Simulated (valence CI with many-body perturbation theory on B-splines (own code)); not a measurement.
## Energy levels of Mn2+

Level of theory: configuration interaction combined with many-body perturbation theory (CI+MBPT): five valence electrons over a frozen Dirac-Fock core [Ar], a basis of 7 s, 7 p, 8 d, 6 f, 4 g, 1 h functions for each j, with the one-electron correlation potential Σ1, the two-electron term Σ2, the three-electron term Σ3, Breit, model QED; selected CI, second order for the rest, scaled by the run's own slope (own B-spline code, finite nucleus).

Against 50 measured levels this calculation errs by 2649 cm⁻¹ on average and by 6458 at most. These come from a selection out of Corliss and Sugar, J. Phys. Chem. Ref. Data 6, 1253 (1977). Levels without a partner in it may be off by more, other configurations by 1,000 to 8,000 cm⁻¹. Among the levels kept, up to 1900 cm⁻¹ of a level comes from second order outside the variational space, and about a tenth of that is noise between levels of different J, which matters for small intervals. Only levels of the ground parity were solved; by the run's estimate the other parity begins above the list, which can be wrong where configurations are misplaced.

Levels 1 to 45 of 53, with energies above the lowest level, 3d⁵ ⁶S_5/2. "Leading %" is the weight of the configuration and term that name the level; weights of strongly mixed levels are sums over their largest components and can fall short. In the jj column 3d3/2^4 stands for four electrons in 3d with j = 3/2. Lifetimes count E1, E2, E3, M1 and M2 decay at the calculated energies, and are blank where another channel may lead or the interval is too uncertain; long ones can be off by a factor of two.

| No. | Configuration | Term | J | E (eV) | Leading % | Lifetime | Leading jj |
| --- | --- | --- | --- | --- | --- | --- | --- |
| 1 | 3d⁵ | ⁶S | 5/2 | 0.0000 | 98 |  | 3d3/2^2 3d5/2^3 (42 %) |
| 2 | 3d⁵ | ⁴G | 11/2 | 3.230 | 98 |  | 3d3/2^2 3d5/2^3 (51 %) |
| 3 | 3d⁵ | ⁴G | 9/2 | 3.233 | 98 |  | 3d3/2^2 3d5/2^3 (65 %) |
| 4 | 3d⁵ | ⁴G | 5/2 | 3.233 | 98 |  | 3d3/2^2 3d5/2^3 (39 %) |
| 5 | 3d⁵ | ⁴G | 7/2 | 3.234 | 98 |  | 3d3/2^2 3d5/2^3 (43 %) |
| 6 | 3d⁵ | ⁴P | 5/2 | 3.631 | 94 | 2.03 s | 3d3/2^3 3d5/2^2 (29 %) |
| 7 | 3d⁵ | ⁴P | 3/2 | 3.635 | 95 | 3.13 s | 3d3/2^2 3d5/2^3 (52 %) |
| 8 | 3d⁵ | ⁴P | 1/2 | 3.639 | 97 | 51600 s | 3d3/2^2 3d5/2^3 (52 %) |
| 9 | 3d⁵ | ⁴D | 7/2 | 3.959 | 98 |  | 3d3/2^2 3d5/2^3 (54 %) |
| 10 | 3d⁵ | ⁴D | 1/2 | 3.964 | 97 |  | 3d3/2^2 3d5/2^3 (78 %) |
| 11 | 3d⁵ | ⁴D | 3/2 | 3.969 | 96 | 35.8 s | 3d3/2 3d5/2^4 (45 %) |
| 12 | 3d⁵ | ⁴D | 5/2 | 3.969 | 95 |  | 3d3/2^2 3d5/2^3 (42 %) |
| 13 | 3d⁵ | ²I | 13/2 | 4.666 | 98 | 18800 s | 3d3/2^2 3d5/2^3 (98 %) |
| 14 | 3d⁵ | ²I | 11/2 | 4.666 | 98 |  | 3d3/2^2 3d5/2^3 (47 %) |
| 15 | 3d⁵ | ²D | 5/2 | 5.104 | 73 | 2.94 s | 3d3/2^4 3d5/2 (37 %) |
| 16 | 3d⁵ | ²D | 3/2 | 5.146 | 92 | 6.46 s | 3d3/2^2 3d5/2^3 (60 %) |
| 17 | 3d⁵ | ²F | 7/2 | 5.257 | 96 | 3.71 s | 3d3/2^2 3d5/2^3 (35 %) |
| 18 | 3d⁵ | ²F | 5/2 | 5.311 | 51 |  | 3d3/2^2 3d5/2^3 (48 %) |
| 19 | 3d⁵ | ⁴F | 9/2 | 5.330 | 96 | 2.56 s | 3d3/2^2 3d5/2^3 (53 %) |
| 20 | 3d⁵ | ⁴F | 7/2 | 5.333 | 95 | 2.61 s | 3d3/2^3 3d5/2^2 (42 %) |
| 21 | 3d⁵ | ⁴F | 3/2 | 5.343 | 92 | 2.41 s | 3d3/2 3d5/2^4 (41 %) |
| 22 | 3d⁵ | ⁴F | 5/2 | 5.350 | 60 |  | 3d5/2^5 (38 %) |
| 23 | 3d⁵ | ²H | 9/2 | 5.646 | 91 | 5.89 s | 3d3/2^2 3d5/2^3 (62 %) |
| 24 | 3d⁵ | ²H | 11/2 | 5.663 | 97 |  | 3d3/2 3d5/2^4 (56 %) |
| 25 | 3d⁵ | ²G | 7/2 | 5.823 | 97 |  | 3d3/2^2 3d5/2^3 (64 %) |
| 26 | 3d⁵ | ²G | 9/2 | 5.841 | 91 | 16.9 s | 3d3/2 3d5/2^4 (50 %) |
| 27 | 3d⁵ | ²F | 5/2 | 6.242 | 97 |  | 3d3/2^2 3d5/2^3 (55 %) |
| 28 | 3d⁵ | ²F | 7/2 | 6.248 | 97 | 11.2 s | 3d3/2^2 3d5/2^3 (37 %) |
| 29 | 3d⁵ | ²S | 1/2 | 6.876 | 98 |  | 3d3/2^3 3d5/2^2 (39 %) |
| 30 | 3d⁴4s | ⁶D | 1/2 | 7.049 | 96 | 13.1 ms | 3d3/2^2 3d5/2^2 4s (44 %) |
| 31 | 3d⁴4s | ⁶D | 3/2 | 7.065 | 96 | 13.0 ms | 3d3/2^3 3d5/2 4s (39 %) |
| 32 | 3d⁴4s | ⁶D | 5/2 | 7.089 | 96 | 12.9 ms | 3d3/2^2 3d5/2^2 4s (60 %) |
| 33 | 3d⁴4s | ⁶D | 7/2 | 7.117 | 96 | 12.7 ms | 3d3/2 3d5/2^3 4s (44 %) |
| 34 | 3d⁴4s | ⁶D | 9/2 | 7.152 | 96 | 12.4 ms | 3d3/2 3d5/2^3 4s (44 %) |
| 35 | 3d⁵ | ²D | 3/2 | 7.591 | 97 |  | 3d3/2^3 3d5/2^2 (34 %) |
| 36 | 3d⁵ | ²D | 5/2 | 7.593 | 97 |  | 3d3/2 3d5/2^4 (33 %) |
| 37 | 3d⁴4s | ⁴D | 1/2 | 8.149 | 94 | 18.9 ms | 3d3/2^2 3d5/2^2 4s (33 %) |
| 38 | 3d⁴4s | ⁴D | 3/2 | 8.170 | 95 | 18.7 ms | 3d3/2^2 3d5/2^2 4s (48 %) |
| 39 | 3d⁴4s | ⁴D | 5/2 | 8.205 | 95 | 18.6 ms | 3d3/2^2 3d5/2^2 4s (47 %) |
| 40 | 3d⁴4s | ⁴D | 7/2 | 8.247 | 95 | 18.2 ms | 3d3/2 3d5/2^3 4s (43 %) |
| 41 | 3d⁵ | ²G | 7/2 | 8.411 | 97 | 180 ms | 3d3/2^2 3d5/2^3 (48 %) |
| 42 | 3d⁵ | ²G | 9/2 | 8.412 | 97 | 182 ms | 3d3/2^2 3d5/2^3 (80 %) |
| 43 | 3d⁴4s | ⁴H | 7/2 | 9.741 | 95 | 12.6 ms | 3d3/2^2 3d5/2^2 4s (41 %) |
| 44 | 3d⁴4s | ⁴H | 9/2 | 9.751 | 95 | 12.4 ms | 3d3/2^2 3d5/2^2 4s (56 %) |
| 45 | 3d⁴4s | ⁴H | 11/2 | 9.765 | 95 | 12.2 ms | 3d3/2^2 3d5/2^2 4s (62 %) |

Names give the largest LS component (configuration and term), which can be under half, so a name can repeat, a term be missing and a line seem to break the LS rules; names also repeat where a configuration has a term twice.

Where two levels of one J and parity lie close, their mixing, g and order are uncertain.

The ionisation energy to 3d⁴ ⁵D0 of the next ion comes out as 32.788 eV (NIST: 33.668 ± 0.012 eV (measured), further off than twice its uncertainty). All 53 levels together are meant to be complete up to 10.182 eV.
